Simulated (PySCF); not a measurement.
Compound: C3H4F3O3S (charge -1).
Cartesian coordinates in Å at the PBE0-D3(BJ)/def2-SVP level; atoms count from 1:
```
atom  x, y, z in Å
O1    -2.098   -0.370    1.603
S2    -2.110    0.255    0.260
O3    -1.973    1.730    0.278
O4    -3.143   -0.261   -0.659
C5    -0.540   -0.303   -0.484
C6     0.613    0.181    0.365
C7     1.970   -0.160   -0.163
F8     2.948    0.281    0.651
F9     2.157   -1.484   -0.298
F10    2.209    0.382   -1.369
H11   -0.509    0.114   -1.501
H12   -0.582   -1.400   -0.543
H13    0.515   -0.241    1.376
H14    0.544    1.275    0.462
```

Level: PBE0/pcSseg-1 in PySCF, non-relativistic, on one gas-phase PBE0-D3(BJ)/def2-SVP geometry that isn't relaxed in the solvent. The solvent is an IEF-PCM continuum (van der Waals radii × 1.2). Only the electrostatic response of the medium enters.

Gas phase at PBE0/pcSseg-1: HOMO -2.37 eV, LUMO 5.54 eV.

**Question.** What does the continuum do to the energy and the frontier levels at PBE0/pcSseg-1 in benzene and chloroform?

**Answer.** 
| solvent | ε | E(solvent) − E(gas) (kJ/mol) | polarisation term (kJ/mol) | distortion of the solute (kJ/mol) | HOMO (eV) | LUMO (eV) |
| --- | --- | --- | --- | --- | --- | --- |
| benzene | 2.271 | -132.76 | -134.79 | 2.03 | -4.98 | 3.56 |
| chloroform | 4.711 | -190.51 | -195.35 | 4.84 | -6.08 | 2.78 |

Polarisation term: ½ Σ q·V over the induced surface charges. Distortion: the rise of the solute's own energy as its density leaves the gas-phase optimum. From benzene to chloroform the lowering changes by a factor 1.43, Born's factor 1 − 1/ε by 1.41 and ε itself by 2.1.

**Question.** Which radius a makes Born's formula ΔE = −(q²/2a)(1 − 1/ε) give the value in chloroform?

**Answer.** a = q²(1 − 1/ε)/(2|ΔE|) = 2.87 Å, with q = -1 e and |ΔE| = 0.0726 Eh; the farthest nucleus lies 3.22 Å from the centroid of the nuclei. The formula assumes a point charge at the centre of a sphere.

**Question.** Which Hirshfeld charges (PBE0/pcSseg-1) respond most in benzene (means over atoms taken as equivalent)?

**Answer.** 
```json
{"atoms": "O1/O3/O4", "environment": "oxygen bonded to S", "gas (e)": "-0.425", "solvent (e)": "-0.435", "change": "-0.010"}
{"atoms": "H11/H12", "environment": "methylene hydrogen", "gas (e)": "+0.027", "solvent (e)": "+0.034", "change": "+0.007"}
{"atoms": "S2", "environment": "sulfonyl sulfur", "gas (e)": "+0.444", "solvent (e)": "+0.440", "change": "-0.004"}
{"atoms": "C5", "environment": "sp3 carbon bound to sulfur", "gas (e)": "-0.114", "solvent (e)": "-0.111", "change": "+0.003"}
{"atoms": "C7", "environment": "CF3 carbon", "gas (e)": "+0.254", "solvent (e)": "+0.257", "change": "+0.003"}
{"atoms": "F8/F9/F10", "environment": "fluorine of a CF3 group", "gas (e)": "-0.112", "solvent (e)": "-0.109", "change": "+0.003"}
```

**Question.** Which Mayer bond orders change most in benzene?

**Answer.** 
| bond | length (Å) | gas | solvent | change |
| --- | --- | --- | --- | --- |
| S2–C5 | 1.825 | 0.876 | 0.893 | +0.017 |
| S2–O4 | 1.475 | 1.649 | 1.640 | -0.009 |
| C7–F8 | 1.346 | 0.982 | 0.987 | +0.005 |
| O1–S2 | 1.481 | 1.606 | 1.602 | -0.004 |
| S2–O3 | 1.482 | 1.604 | 1.600 | -0.004 |
| C6–C7 | 1.495 | 1.035 | 1.039 | +0.004 |
| C5–H11 | 1.100 | 0.937 | 0.933 | -0.004 |
| C5–H12 | 1.100 | 0.937 | 0.933 | -0.004 |

**Question.** How do the nuclear quadrupole coupling constants eQVzz/h respond in benzene?

**Answer.** 
| nucleus | Q (barn) | gas (MHz) | solvent (MHz) | η gas | η solvent |
| --- | --- | --- | --- | --- | --- |
| 17O at O1 | -0.0256 | -8.91 | -8.89 | 0.18 | 0.15 |
| 33S at S2 | -0.06781 | -4.75 | -3.08 | 0.16 | 0.21 |
| 17O at O3 | -0.0256 | -8.91 | -8.90 | 0.19 | 0.16 |
| 17O at O4 | -0.0256 | -8.91 | -8.87 | 0.17 | 0.15 |
